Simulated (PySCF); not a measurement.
These are PBE0-D4/def2-TZVP (PySCF) values and carry that method's errors. All species are isolated molecules in the gas phase. One relaxed conformer stands for a flexible species; it need not be the lowest. Delta-SCF ions had no search for a lower state. Excitations are Tamm–Dancoff values on a coarser integration grid. The basis has no diffuse functions, so Rydberg states are missing or too high.

Reference species (SMILES): `[SiH2](O)O` (H–O–Si–O torsion -66°, O–Si–O–H torsion -66°) (neutral, multiplicity 1).

```json
{
 "vertical ionisation energy (Delta-SCF)": "11.32 eV",
 "S1–T1 gap (TDA)": "0.40 eV",
 "T1 excitation (TDA)": "7.52 eV",
 "S1 oscillator strength": "0.003"
}
```

After one change: the vertical ionisation energy (Delta-SCF) decreases by 2.15 eV; the S1–T1 gap (TDA) stays essentially unchanged; the T1 excitation (TDA) falls by 1.59 eV; the S1 oscillator strength rises by 0.014.

**Question.** Name the change that produced these shifts. The new species is one of these.
A) `O[SiH2][SiH3]` (H–O–Si–Si torsion 59°)
B) `C[SiH2]O` (C–Si–O–H torsion 70°)
C) `O[SiH2]C(F)F` (H–O–Si–C torsion 51°, O–Si–C–F torsion -53°)
D) `CN[SiH2]O` (C–N–Si–O torsion 83°, N–Si–O–H torsion -73°)

**Answer.** D, `CN[SiH2]O` (C–N–Si–O torsion 83°, N–Si–O–H torsion -73°)
